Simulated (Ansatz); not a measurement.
Mulliken charges of CH₆BNSi (`C=NB[SiH3]`) from ωB97M-V/def2-TZVPP in Ansatz (PBE0-D4/def2-TZVP geometry).

| atom | x (Å) | y (Å) | z (Å) | charge (e) |
| --- | --- | --- | --- | --- |
| C1 | -0.452 | 1.901 | -1.027 | -0.058 |
| N2 | -0.540 | 0.706 | -0.697 | 0.019 |
| B3 | -0.604 | -0.582 | -0.316 | -0.186 |
| Si4 | 0.729 | -1.275 | 1.030 | 0.047 |
| H5 | 0.167 | 2.212 | -1.872 | 0.118 |
| H6 | -0.991 | 2.681 | -0.484 | 0.118 |
| H7 | -1.456 | -1.277 | -0.792 | 0.061 |
| H8 | 1.516 | -2.402 | 0.453 | -0.037 |
| H9 | 0.029 | -1.796 | 2.238 | -0.037 |
| H10 | 1.686 | -0.220 | 1.468 | -0.043 |

Problem. By hand: the dipole of these point charges (1 e Å = 4.8032 D).

Solution. Σ q r = (-0.153, 0.616, -0.336) e Å, of length 0.718 e Å = 3.45 D.

Problem. How does the dipole of the full density compare? (An estimate is asked.)

Solution. The calculation gave: (-0.067, 0.482, -0.218) e Å, 2.56 D; the point charges give 1.35 times that, at 7° from its direction.

Point charges leave out the atoms' own dipoles, such as those of lone pairs, and Mulliken's split depends on the basis, so the two needn't agree.
